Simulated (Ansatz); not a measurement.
Calculated with Ansatz (gas phase, PBE0-D4/def2-TZVP geometries, no zero-point term in ΔE). CCSD(T)/CBS adds triple-zeta CCSD(T) − MP2 to the extrapolated MP2 energy (def2 sets, frozen cores). This one scheme is used for every species. DFT in def2-TZVPP. One conformer a species, not always the lowest.

`C[SiH](O)O[Si](C)(O)O` + CH₃OH → `CO[SiH](C)O` + `C[Si](O)(O)O`  (ligand exchange at the Si–O bond)

**Question.** Is it downhill or uphill in electronic energy at CCSD(T)/CBS, and by how much? (Best estimate.)

**Answer.** Computed: Uphill: ΔE = +0.19 eV.

**Question.** What do these levels give: PBE-D4, r2SCAN-D4, ωB97M-V, B2PLYP, PBE, r2SCAN, PBE0, HF/def2-TZVPP, SCS-MP2/def2-TZVPP, CCSD/def2-TZVPP, MP2/def2-QZVPP, SCS-MP2/def2-QZVPP? (An estimate is asked.)

**Answer.** Computed: PBE-D4 0.15, r2SCAN-D4 0.16, ωB97M-V 0.17, B2PLYP 0.15, PBE 0.11, r2SCAN 0.14, PBE0 0.14, HF/def2-TZVPP 0.21, SCS-MP2/def2-TZVPP 0.17, CCSD/def2-TZVPP 0.18, MP2/def2-QZVPP 0.17, SCS-MP2/def2-QZVPP 0.18 eV.

Largest T1 diagnostic among the species: 0.011.

The D4 term adds +0.06 eV with B3LYP and +0.04 eV with PBE0; it sums over pairs of atoms, weighted by their polarisabilities, and B3LYP, whose exchange is more repulsive, gets the larger term.

B3LYP here is the variant with VWN-RPA as its local correlation; programs differ in this.
